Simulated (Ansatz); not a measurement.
Species: RbCl (charge -1, doublet). 
Structure (B3LYP-D3(BJ)/def2-TZVP (Ansatz, a quantum-chemistry and plane-wave program) minimum search):
```xyz
2

Rb     0.0000     0.0000    -0.9516
Cl     0.0000     0.0000     2.0712
```
Charge -1, spin multiplicity 2.

Basis-set convergence of Hartree-Fock and MP2 correlation energies (hartree) with Ansatz. Valence correlation only, unless marked. Open shells are spin-unrestricted. Spin-orbit coupling is left out. The frozen core is the preceding noble-gas configuration, with the filled d and f shells of earlier blocks. The outer core of K, Ca and their heavier congeners is not correlated, a term that matters for these elements. Past Kr the def2 sets carry scalar-relativistic core potentials.

| basis | functions | E(HF) | E(corr, MP2) |
|---|---|---|---|
| def2-SVPD | 54 | -483.26732 | -0.15660 |
| def2-TZVPPD | 91 | -483.41300 | -0.20345 |
| def2-QZVPPD | 142 | -483.42601 | -0.22416 |

Extrapolating the two largest sets (X = 3 and 4) as X^-3: E(corr) = (64·(-0.22416) - 27·(-0.20345))/37 = -0.2393 Eh, an estimate of the basis-set limit. The largest set recovers 93.7 % of it, the smallest 65.4 %.
